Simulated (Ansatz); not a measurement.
Total energies of InH2(OMe) (CH₅InO) from Ansatz at PBE0-D4/def2-TZVPD, gas phase (1 Eh = 27.2114 eV = 2625.5 kJ/mol). The reference geometry is relaxed at B3LYP-D4/def2-TZVP.

Cartesian coordinates in Å:
```
In -0.214 1.090 -1.327
H -1.212 -0.091 -2.075
H 0.346 2.660 -1.696
O 0.485 0.478 0.446
C 0.203 -0.772 1.031
H -0.286 -0.632 2.002
H 1.132 -1.327 1.202
H -0.454 -1.406 0.418
```

```
                 state   geometry  energy (Eh)
      charge 0 singlet  reference   -306.36321
     charge -1 doublet  reference   -306.36863
free In atom (doublet)          –   -190.11403
 free H atom (doublet)          –     -0.50104
 free O atom (triplet)          –    -75.01925
 free C atom (triplet)          –    -37.80543
```

In the def2 sets In takes a core potential; there is no spin–orbit coupling.

Task: Work out the vertical electron affinity, to the doublet.

Result: E(charge 0 singlet) − E(charge -1 doublet) = -306.36321 − (-306.36863) = 0.00542 Eh = 0.15 eV.

Task: What is the binding energy per atom against free atoms?

Result: Atoms: 1 × (-190.11403) + 5 × (-0.50104) + 1 × (-75.01925) + 1 × (-37.80543) = -305.44391 Eh. Binding: -305.44391 − (-306.36321) = 0.91930 Eh = 25.02 eV, or 3.13 eV for each of 8 atoms (no zero-point energy, no counterpoise term).

At PBE0-D4/def2-TZVPD the highest occupied level of the charge -1 doublet lies above zero (up to 1.35 eV). By energy differences its removal costs 0.15 eV (vertical, to the charge 0 singlet, at PBE0-D4/def2-TZVPD); a positive level beside a positive removal energy at the same level points to self-interaction error.
